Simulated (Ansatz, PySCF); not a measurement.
C5H7N, SMILES C=CC1=NCC1. Atoms are numbered in the order given.

```xyz
13

C     -0.3293    -2.4075     0.0000
C      0.5612    -1.4089     0.0000
C      0.1698    -0.0016     0.0000
N     -1.0215     0.5003     0.0000
C     -0.4658     1.8658     0.0000
C      0.9632     1.2753     0.0000
H     -1.4007    -2.1859     0.0000
H     -0.0173    -3.4544     0.0000
H      1.6359    -1.6172     0.0000
H     -0.7503     2.4451     0.8939
H     -0.7503     2.4451    -0.8939
H      1.5738     1.4659    -0.8969
H      1.5738     1.4659     0.8969
```

Coordinates come from a PBE0-D3(BJ)/def2-SVP optimisation. Other conformers were not sampled.

Two levels are set side by side: PBE-D3(BJ)/def2-SVP (Ansatz, an electronic-structure program) and PBE0-D3(BJ)/def2-SVP (Ansatz). Each level has its own optimised geometry; the coordinates shown are those of the second. Frequencies come from the Hessian of PySCF at each geometry. Differences are taken from unrounded values.

```csv
quantity,PBE0-D3(BJ),PBE-D3(BJ),PBE-D3(BJ) minus PBE0-D3(BJ)
mean bond length (Å),1.254,1.264,0.010
bond C1–C2 (Å),1.338,1.350,0.012
bond C2–C3 (Å),1.461,1.463,0.003
bond C3–N4 (Å),1.293,1.311,0.018
bond C3–C6 (Å),1.503,1.512,0.008
bond N4–C5 (Å),1.474,1.489,0.015
bond C5–C6 (Å),1.546,1.556,0.010
bond C1–H7 (Å),1.094,1.102,0.008
bond C1–H8 (Å),1.092,1.100,0.008
bond C2–H9 (Å),1.095,1.103,0.008
bond C5–H10 (Å),1.103,1.111,0.009
bond C5–H11 (Å),1.103,1.111,0.009
bond C6–H12 (Å),1.102,1.110,0.009
bond C6–H13 (Å),1.102,1.110,0.009
highest harmonic wavenumber (cm⁻¹),3279,3186,-93
mean harmonic wavenumber (cm⁻¹),1447,1395,-52
zero-point energy (kcal/mol),68.27,65.83,-2.45
```

GGA bonds tend to be longer and softer than those of functionals with exact exchange. Differences between two approximate levels are no errors against the true value.
